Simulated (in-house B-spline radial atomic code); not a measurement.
## How G0W0 and RPA depend on the start: Mg IX (Mg8+)

Configuration [He] 2s2. Computed with an all-electron radial atomic-structure program (B-spline basis): all electrons, non-relativistic, point nucleus, each spin shell either full or empty, empty states to l = 9 with an (l + 1/2)⁻⁴ tail; G0W0 by contour deformation at full frequency.

```csv
start,mean-field 2s (eV),G0W0 (eV),QP weight,RPA correlation (Eh)
Hartree-Fock,-323.60,-326.67,0.978,-0.24085
LDA VWN5,-307.96,-327.65,0.951,-0.35661
PBE,-308.99,-327.59,0.951,-0.35293
PBE0,-312.95,-327.34,0.961,-0.30869
r2SCAN,-309.84,-327.53,0.955,-0.3363
HSE06,-312.51,-327.36,0.961,-0.31211
B3LYP (VWN-RPA),-312.30,-327.41,0.959,-0.31704
SCAN,-309.94,-327.54,0.955,-0.337
TPSS,-309.73,-327.54,0.954,-0.34286
BHandHLYP,-316.87,-327.10,0.968,-0.27954
CAM-B3LYP,-314.27,-327.29,0.963,-0.30085
LC-wPBE,-314.93,-327.29,0.963,-0.29912
wB97X,-315.28,?,?,?
PBEsol,-308.36,?,?,?
BLYP,-309.04,-327.59,0.951,-0.35407
r2SCAN0,-313.51,-327.30,0.963,-0.30089
LDA exchange-only,-305.87,-327.56,0.954,-0.35582
```

Q: What G0W0 level, weight and RPA correlation energy follow from the PBEsol start?

A: G0W0 level -327.59 eV, weight 0.952, RPA correlation -0.35242 hartree.

Q: What G0W0 level, weight and RPA correlation energy follow from the wB97X start?

A: G0W0 level -327.16 eV, weight 0.966, RPA correlation -0.29123 hartree.

Q: How much of the dependence on the start does G0W0 remove?

A: The mean-field levels span 17.7 eV and the G0W0 levels 0.982 eV. Against 327.99 ± 0.04 eV (NIST, semi-empirical) the G0W0 removal energies are off by -1.32 to -0.34 eV, with relativity, Breit and QED terms left out.
